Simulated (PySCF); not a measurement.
Choosing a basis for TDDFT

Species: C3H10BP.
InChI=1S/C3H10BP/c1-3-4(2)5/h3,5H2,1-2H3

TDDFT with PBE0 (PySCF), vertical singlets, core orbitals frozen in the response, spherical d and f functions. Isolated species at its PBE0-D3(BJ)/def2-SVP geometry (one conformer only).

```json
{"basis": "6-31G*", "functions": "94", "diffuse": "no", "S1 (eV)": "5.18", "S2 (eV)": "6.20", "S3 (eV)": "6.61", "S4 (eV)": "6.81", "S5 (eV)": "7.75", "LUMO (eV)": "-0.60", "α (au)": "67.4"}
{"basis": "6-31+G*", "functions": "114", "diffuse": "yes", "S1 (eV)": "5.12", "S2 (eV)": "5.93", "S3 (eV)": "6.18", "S4 (eV)": "6.55", "S5 (eV)": "6.63", "LUMO (eV)": "-0.78", "α (au)": "75.5"}
{"basis": "def2-SVP", "functions": "124", "diffuse": "no", "S1 (eV)": "5.11", "S2 (eV)": "6.17", "S3 (eV)": "6.54", "S4 (eV)": "6.79", "S5 (eV)": "7.19", "LUMO (eV)": "-0.76", "α (au)": "69.0"}
{"basis": "def2-SVPD", "functions": "184", "diffuse": "yes", "S1 (eV)": "5.06", "S2 (eV)": "6.13", "S3 (eV)": "6.22", "S4 (eV)": "6.49", "S5 (eV)": "6.54", "LUMO (eV)": "-0.87", "α (au)": "80.7"}
{"basis": "aug-cc-pVDZ", "functions": "209", "diffuse": "yes", "S1 (eV)": "5.04", "S2 (eV)": "5.85", "S3 (eV)": "6.11", "S4 (eV)": "6.38", "S5 (eV)": "6.46", "LUMO (eV)": "-0.87", "α (au)": "82.8"}
{"basis": "def2-TZVP", "functions": "221", "diffuse": "no", "S1 (eV)": "5.05", "S2 (eV)": "6.10", "S3 (eV)": "6.46", "S4 (eV)": "6.47", "S5 (eV)": "6.55", "LUMO (eV)": "-0.87", "α (au)": "78.3"}
{"basis": "def2-TZVPD", "functions": "281", "diffuse": "yes", "S1 (eV)": "5.02", "S2 (eV)": "5.97", "S3 (eV)": "6.09", "S4 (eV)": "6.36", "S5 (eV)": "6.44", "LUMO (eV)": "-0.91", "α (au)": "82.4"}
```

Task: How much do these states and the polarisability depend on the basis?

Result: States are compared by their number. Against the largest diffuse basis here (def2-TZVPD, itself not a converged limit), sets without diffuse functions differ by up to 0.16 eV in S1 and 1.31 eV in S5; the smaller diffuse sets differ by up to 0.11 and 0.19 eV. State by state, the largest deviation of a set without diffuse functions is S1 0.16, S2 0.23, S3 0.53, S4 0.45, S5 1.31 eV. The same number needn't mean the same state in each row. Against def2-TZVPD the polarisability deviates by -18% in 6-31G*, -8% in 6-31+G*, -16% in def2-SVP, -2% in def2-SVPD, 0% in aug-cc-pVDZ, -5% in def2-TZVP. A single + in a Pople set puts diffuse functions on heavy atoms only.
